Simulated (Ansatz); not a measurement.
Calculated with Ansatz (gas phase, PBE0-D4/def2-TZVP geometries, no zero-point term in ΔE). CBS: MP2 limit from def2 TZ/QZ plus the TZ coupled-cluster correction, frozen cores. DFT in def2-TZVPP. Elements past krypton have def2 core potentials. For I, Sn outer-core shells are correlated without core-valence functions, which leaves a few kJ/mol of doubt a bond. One conformer a species, not always the lowest.

Consider the redistribution: `[CH3][SnH2][I]` + `COCBCl` → `[Cl][SnH2][I]` + `CBCOC`.

```csv
level,ΔE (kJ/mol)
PBE0-D4,-19.4
MP2/def2-TZVPP,-5.8
SCS-MP2/def2-TZVPP,-9.2
HF/def2-QZVPP,-32.0
```

Task: What does CCSD(T)/CBS give? (Best estimate.)

Result: Ansatz gave: -15.1 kJ/mol. The listed levels differ from it by -4.3, 9.3, 5.9, -16.9 kJ/mol.

Largest T1 diagnostic among the species: 0.011.

In def2-TZVPP, CCSD(T) changes the Hartree–Fock value by +22.2 kJ/mol (the triples alone add +3.1 kJ/mol) and MP2 by +24.1 kJ/mol.

CCSD(T)/CBS has its own doubt, a few kJ/mol and more with outer-core shells, so smaller differences from it don't rank the levels.
